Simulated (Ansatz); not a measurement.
C₈H₁₂OS⁻, that is dimethylphenylsulfonium hydroxide with one electron more. The state is a doublet with charge -1. Geometry PBE-D4/def2-SVP; atoms count from 1.

Cartesian coordinates in Å:
```
C -0.694 0.980 -1.985
S -0.457 1.228 -0.166
C 1.246 1.936 -0.301
C -0.414 -0.289 0.656
C -1.301 -0.499 1.770
C -1.312 -1.704 2.454
C -0.441 -2.781 2.072
C 0.431 -2.576 0.974
C 0.466 -1.376 0.268
H -1.782 0.835 -2.136
H -0.216 1.957 -2.460
H -0.147 0.061 -2.280
H 1.175 2.643 -1.252
H 1.453 2.427 0.670
H 1.956 1.097 -0.457
H -1.975 0.320 2.072
H -2.003 -1.832 3.305
H -0.452 -3.737 2.616
H 1.109 -3.391 0.664
H 1.158 -1.252 -0.580
O 0.764 3.246 -2.718
H 1.436 2.709 -3.188
```

The highest occupied level of the relaxed charge -1 doublet lies above zero (up to 0.78 eV). Energy differences put its binding near zero (-0.03 eV; each at its own geometry, against the charge 0 singlet, at PBE0-D4/def2-TZVP), which leaves it undecided. In the doublet geometry the species has come apart into loosely held pieces.

Question: Estimate the Mulliken populations from the PBE0/def2-TZVP orbitals of Ansatz.

Answer: 
```tsv
atom	charge (e)	spin (α − β)
C1	-0.41	0.06
S2	0.14	0.08
C3	-0.41	0.05
C4	0.12	0.22
C5	-0.21	0.08
C6	-0.13	0.00
C7	-0.22	0.41
C8	-0.10	-0.13
C9	-0.30	0.28
H10	0.08	0.00
H11	0.24	0.00
H12	0.10	0.00
H13	0.24	0.00
H14	0.09	0.00
H15	0.10	0.00
H16	0.07	-0.01
H17	0.06	0.00
H18	0.06	-0.03
H19	0.06	0.01
H20	0.09	-0.02
O21	-0.90	0.01
H22	0.23	0.00
```
Mulliken values depend strongly on the basis.

Question: Where does the spin sit?

Answer: Summed by element: C 0.97, S 0.08, H -0.05, O 0.01, of 1 unpaired in all. Largest on single atoms: C7 0.41, C9 0.28, C4 0.22.

Question: And the Mayer bond orders between heavy atoms (over 0.3)?

Answer: C1–S2 0.93 (1.85 Å); S2–C3 0.93 (1.85 Å); S2–C4 1.12 (1.73 Å); C4–C5 1.19 (1.44 Å); C4–C9 1.13 (1.45 Å); C5–C6 1.61 (1.39 Å); C6–C7 1.22 (1.44 Å); C7–C8 1.33 (1.42 Å); C8–C9 1.55 (1.39 Å).
